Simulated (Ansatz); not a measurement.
(LiF)4 cube (Li4F4). The state is a singlet with charge 0. Geometry r2SCAN-D4/def2-SVP, basis def2-TZVP, Ansatz.

| run | HOMO (eV) | LUMO (eV) |
| --- | --- | --- |
| A | -7.38 | -0.75 |
| B | -7.69 | -0.70 |
| C | -7.80 | -0.06 |
| D | -7.26 | -0.79 |
| E | -11.02 | 0.26 |
| F | -9.38 | -0.16 |

**Question.** The runs used CAM-B3LYP, LDA (SPW92), PBE, PBE0, r2SCAN, revPBE. Estimate which is which.

**Answer.** A PBE (0 % exact exchange); B LDA (SPW92) (0 % exact exchange); C r2SCAN (0 % exact exchange); D revPBE (0 % exact exchange); E CAM-B3LYP (range-separated); F PBE0 (25 % exact exchange). Exact exchange lowers occupied and raises empty levels; among semilocal functionals meta-GGAs tend to open the gap a little, and such runs are hard to tell apart. The gap grows from 6.47 eV (revPBE) to 11.28 eV (CAM-B3LYP).
